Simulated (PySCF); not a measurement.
First SCF of a structure search on singlet H₂Se, at a hand-made linear geometry. PySCF input:

```python
from pyscf import gto, scf, dft
mol = gto.M(atom='''
Se     0.000000     0.000000     0.000000
H      0.000000     0.000000     1.480000
H      0.000000     0.000000    -1.480000''',
    basis={'Se': 'def2-TZVP', 'H': 'def2-TZVP'},
    charge=0, spin=0)
mf = dft.RKS(mol, xc='PBE')
mf.grids.atom_grid = (50, 194)
aux = {'Se': 'def2-universal-JKFIT', 'H': 'def2-universal-JKFIT'}
mf = mf.density_fit(auxbasis=aux)
mf.conv_tol = 1e-08
mf.diis_space = 10
mf.max_cycle = 60
mf.init_guess = 'minao'
mf.verbose = 4
mf.kernel()
```

Excerpt of the output (cycles and frontier levels):

```
init E= -2401.44630582068
  HOMO = -0.257697841095766  LUMO = -0.157437563415271  gap/eV = 2.72822
cycle= 1 E= -2402.23952976732  delta_E= -0.793  |g|= 0.39  |ddm|= 1.25
  HOMO = -0.17641850432813  LUMO = -0.168612074761156  gap/eV = 0.21242
cycle= 2 E= -2402.24957705758  delta_E= -0.01  |g|= 0.25  |ddm|= 0.637
  HOMO = -0.225006457178247  LUMO = -0.178907485741384  gap/eV = 1.25442
cycle= 3 E= -2402.26467443115  delta_E= -0.0151  |g|= 0.0815  |ddm|= 0.354
  HOMO = -0.214801231040042  LUMO = -0.174342082189823  gap/eV = 1.10095
cycle= 4 E= -2402.26581784571  delta_E= -0.00114  |g|= 0.00236  |ddm|= 0.0715
  HOMO = -0.214535239755657  LUMO = -0.173556909708551  gap/eV = 1.11508
cycle= 5 E= -2402.26581965236  delta_E= -1.81e-06  |g|= 0.000456  |ddm|= 0.00253
  HOMO = -0.214625832251129  LUMO = -0.173721655081354  gap/eV = 1.11306
cycle= 6 E= -2402.26581973183  delta_E= -7.95e-08  |g|= 1.9e-05  |ddm|= 0.000677
  HOMO = -0.214618398419029  LUMO = -0.173713639173119  gap/eV = 1.11308
cycle= 7 E= -2402.26581973196  delta_E= -1.32e-10  |g|= 8.75e-07  |ddm|= 2.95e-05
  HOMO = -0.214618947440886  LUMO = -0.173714149626999  gap/eV = 1.11308
Extra cycle  E= -2402.26581973197  delta_E= -9.09e-13  |g|= 1.02e-06  |ddm|= 2.84e-06
converged SCF energy = -2402.26581973197
```

No lower solution of this spin was found by a stability analysis within the restricted form, which does not test spin polarisation.

The search for the lowest solution, with the stability check, took 1.2 s on 2 threads of a shared Arm Neoverse V2 host, with 60 basis functions; the process peaked at 0.24 GiB.
